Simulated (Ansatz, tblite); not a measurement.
Cost and result up the ladder for Ge(NMeEt)Cl3 (C₃H₈Cl₃GeN) (16 atoms). Total charge 0; singlet. Geometry: PBE-D4/def2-SVP.

| atom | x (Å) | y (Å) | z (Å) |
| --- | --- | --- | --- |
| Ge1 | 1.480 | 0.787 | 0.997 |
| N2 | 0.561 | 0.048 | -0.389 |
| C3 | 0.072 | 0.923 | -1.447 |
| C4 | -0.205 | -1.178 | -0.143 |
| C5 | -1.621 | -0.980 | 0.408 |
| H6 | 0.002 | 0.346 | -2.396 |
| H7 | -0.929 | 1.368 | -1.244 |
| H8 | 0.788 | 1.751 | -1.614 |
| H9 | -0.246 | -1.736 | -1.108 |
| H10 | 0.385 | -1.814 | 0.550 |
| H11 | -2.115 | -1.960 | 0.562 |
| H12 | -1.601 | -0.448 | 1.381 |
| H13 | -2.257 | -0.394 | -0.286 |
| Cl14 | 0.268 | 1.838 | 2.477 |
| Cl15 | 2.881 | 2.230 | 0.210 |
| Cl16 | 2.538 | -0.780 | 2.042 |

Ansatz on 4 threads of Intel Xeon on a shared host; xTB runs through tblite on one thread. Times are rough, summed over both states, and most runs start from the orbitals of an earlier one. PBE0-D4/def2-TZVP serves as the yardstick here, not as an exact answer. The other state is a triplet.

The xTB rows come from tblite.

xTB has no spin-polarisation term.

```csv
level,functions,wall time,vertical triplet (eV),difference from PBE0-D4/def2-TZVP (eV)
GFN2-xTB,60,0.11 s,4.26,0.06
GFN1-xTB,68,0.13 s,4.78,0.58
PBE-D4/def2-TZVP,331,37 s,3.91,-0.29
r2SCAN-D4/def2-TZVP (with forces),331,62 s,4.02,-0.18
PBE0-D4/def2-TZVP,331,76 s,4.20,0.00
```
